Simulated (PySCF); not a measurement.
Constitutional and geometric isomers with formula CH3BO. Isolated molecules, 0 K electronic values unless said otherwise. One relaxed conformer stands for each flexible species; it need not be the lowest. Strings in code marks are SMILES.

All values below come from B3LYP-D3(BJ)/def2-TZVP run with PySCF. B3LYP has the VWN-RPA correlation part, as in Gaussian. Excitations are Tamm–Dancoff values on a coarser integration grid. The basis has no diffuse functions, so Rydberg states are missing or too high.

```csv
species,HOMO–LUMO gap (eV),S1 excitation (TDA) (eV)
`O/C=B/[H]` (B–C–O–H torsion 0°),3.41,?
`BC=O` (H–B–C–O torsion 86°),5.22,3.89
`C1OB1`,7.45,5.92
`CB=O`,9.49,8.23
`C=BO` (C–B–O–H torsion 180°),5.56,?
```

Question: Complete the blanks.

Answer: 
- `O/C=B/[H]` (B–C–O–H torsion 0°), S1 excitation (TDA) (eV): 1.87
- `C=BO` (C–B–O–H torsion 180°), S1 excitation (TDA) (eV): 4.30
